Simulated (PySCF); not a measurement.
B(H)(Vi)(NH2), SMILES C=CBN (B3LYP/def2-SVP optimised geometry):

```
10

B     -0.842    -0.532     0.000
H     -1.459    -1.574    -0.005
C      0.726    -0.532     0.000
C      1.495     0.393    -0.599
H      1.244    -1.376     0.477
H      2.590     0.338    -0.607
H      1.061     1.246    -1.134
N     -1.578     0.655     0.000
H     -2.590     0.678    -0.035
H     -1.152     1.574     0.047
```

Calculation: B3LYP/def2-TZVP (PySCF 2.14.0).

Question: What are the frontier orbital energies and the dipole moment?

Answer: HOMO-2 -8.59 eV, HOMO-1 -8.47 eV, HOMO -7.26 eV, LUMO -0.95 eV, LUMO+1 0.66 eV; dipole moment 1.61 D.

On the same geometry PBE/def2-TZVP (PySCF) gives HOMO-2 -7.45 eV, HOMO-1 -7.29 eV, HOMO -6.36 eV, LUMO -1.70 eV, LUMO+1 0.16 eV; dipole moment 1.69 D.

Meta-Löwdin charges at B3LYP/def2-TZVP: B1 0.05, H2 -0.01, C3 -0.20, C4 -0.22, H5 0.11, H6 0.11, H7 0.10, N8 -0.43, H9 0.24, H10 0.23.
